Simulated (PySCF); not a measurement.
# Electron correlation in P³⁺ (phosphorus, charge +3)

[Ne] 3s2, closed-shell 1S. Computed with PySCF 2.14 in dyall-acv3z, with the non-relativistic Hamiltonian (point nucleus). Frozen: [Ne]; 2 electrons correlated; the 23 highest virtual orbitals of each spin left out.

With two correlated electrons CCSD is exact within the correlated space (frozen core and kept virtual orbitals).

| level | correlation energy (mhartree) |
| --- | --- |
| CCSD | -50.31 |

Diagnostics: T1 = 0.0049, D1 = 0.0070, largest double amplitude 0.114.

Cost of the coupled-cluster step: of the order of 5 core-seconds, for 2 correlated electrons.
